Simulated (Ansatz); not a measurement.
Total energies of `BO[SiH2]C`.

```json
{"atom": "B1", "x (Å)": "-0.669", "y (Å)": "1.757", "z (Å)": "-1.254"}
{"atom": "O2", "x (Å)": "-0.608", "y (Å)": "0.456", "z (Å)": "-0.920"}
{"atom": "Si3", "x (Å)": "0.587", "y (Å)": "-0.474", "z (Å)": "-0.232"}
{"atom": "C4", "x (Å)": "-0.053", "y (Å)": "-1.190", "z (Å)": "1.355"}
{"atom": "H5", "x (Å)": "0.277", "y (Å)": "2.477", "z (Å)": "-1.058"}
{"atom": "H6", "x (Å)": "-1.685", "y (Å)": "2.169", "z (Å)": "-1.742"}
{"atom": "H7", "x (Å)": "0.914", "y (Å)": "-1.544", "z (Å)": "-1.207"}
{"atom": "H8", "x (Å)": "1.787", "y (Å)": "0.374", "z (Å)": "-0.001"}
{"atom": "H9", "x (Å)": "0.699", "y (Å)": "-1.842", "z (Å)": "1.807"}
{"atom": "H10", "x (Å)": "-0.294", "y (Å)": "-0.402", "z (Å)": "2.072"}
{"atom": "H11", "x (Å)": "-0.955", "y (Å)": "-1.781", "z (Å)": "1.179"}
```

The species carries charge 0 and has multiplicity 1. The geometry is a stationary point of PBE0-D4/def2-TZVP. It is one conformer, not always the lowest. Basis def2-TZVPP, Ansatz 0.2.0.

RPA on PBE orbitals: Hartree–Fock energy of these orbitals -430.53794 Eh, correlation -1.10850 Eh (frozen core).

```csv
functional,energy without D4 (Eh),D4 term (kJ/mol)
PBE0,-431.73271,-15.1
LC-ωPBE,-431.85019,–
```

**Question.** Give the same for LDA (SPW92), PBE, revPBE, BLYP, r2SCAN, B97M-V, B3LYP, r2SCANh, r2SCAN0, HSE06 (plane-wave form), BHLYP, CAM-B3LYP, ωB97X-V, ωB97M-V, B2PLYP, PBE-QIDH. (Estimate.)

**Answer.** The calculation gave: 
```csv
functional,energy without D4 (Eh),D4 term (kJ/mol)
LDA (SPW92),-429.61942,–
PBE,-431.68227,-18.0
revPBE,-431.91475,-56.6
BLYP,-431.96866,-39.8
r2SCAN,-431.91927,-4.5
B97M-V,-431.94498,–
B3LYP,-432.06687,-28.9
r2SCANh,-431.91234,-4.7
r2SCAN0,-431.90281,-5.2
HSE06 (plane-wave form),-431.71774,-14.1
BHLYP,-431.96115,-21.6
CAM-B3LYP,-431.97365,-15.3
ωB97X-V,-431.94250,–
ωB97M-V,-431.93839,–
B2PLYP,-431.79456,–
PBE-QIDH,-431.63318,–
```

B3LYP takes the VWN-RPA correlation (the form of Gaussian; ORCA's B3LYP/G). HSE06 is the plane-wave form, built on full-range PBE exchange. The double hybrids freeze the cores in their second-order part.

LC-ωPBE has ω = 0.4 bohr⁻¹.
